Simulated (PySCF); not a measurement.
Electric properties by functional and basis

Compound: C2H9GeN.
SMILES: `C[CH2][GeH2][NH2]`

PySCF, dipoles from the SCF density, polarisabilities from static response with core orbitals frozen. Isolated species at its PBE0-D3(BJ)/def2-SVP geometry (one conformer only). Relativistic effects, spin–orbit coupling among them, are left out although an element past zinc is present.

Q: Compare the levels for these properties.

A: 

| level | μ (D) | α (Å³) | anisotropy (Å³) |
| --- | --- | --- | --- |
| LDA/def2-SVPD | 0.799 | 10.41 | 2.46 |
| PBE/def2-SVPD | 0.782 | 10.21 | 2.43 |
| B3LYP/def2-SVPD | 0.809 | 9.91 | 2.24 |
| PBE0/def2-SVPD | 0.808 | 9.80 | 2.22 |
| BHandHLYP/def2-SVPD | 0.842 | 9.51 | 2.05 |
| CAM-B3LYP/def2-SVPD | 0.836 | 9.74 | 2.10 |
| wB97X-D/def2-SVPD | 0.833 | 9.73 | 2.08 |
| LC-wPBE/def2-SVPD | 0.854 | 9.46 | 1.98 |
| HF/def2-SVPD | 0.889 | 9.09 | 1.80 |
| PBE0/6-31G* | 0.963 | 7.99 | 1.93 |
| PBE0/def2-SVP | 0.892 | 8.38 | 1.88 |
| PBE0/aug-cc-pVDZ | 0.795 | 10.06 | 2.31 |
| PBE0/def2-TZVP | 0.843 | 9.42 | 2.18 |
| PBE0/def2-TZVPD | 0.796 | 10.00 | 2.30 |

The anisotropy is √(½[(α1 − α2)² + (α2 − α3)² + (α3 − α1)²]). The dipole runs from 0.78 D (PBE/def2-SVPD) to 0.96 D (PBE0/6-31G*). No reference polarisability is at hand; against PBE0 in the largest diffuse basis at hand (def2-TZVPD) the other PBE0 rows deviate by 6-31G* -20%, def2-SVP -16%, def2-SVPD -2%, aug-cc-pVDZ +1%, def2-TZVP -6%. In one basis (def2-SVPD) the functionals order the polarisability from HF (lowest) to LDA (highest), a spread of 15%. With PBE0 the polarisability is 8.60 Å³ without diffuse functions (mean of 6-31G*, def2-SVP and def2-TZVP) and 9.95 Å³ with them (mean of def2-SVPD, aug-cc-pVDZ and def2-TZVPD).

Without π bonds the low states are Rydberg-like; a valence basis with one diffuse set may place them up to an eV too high.
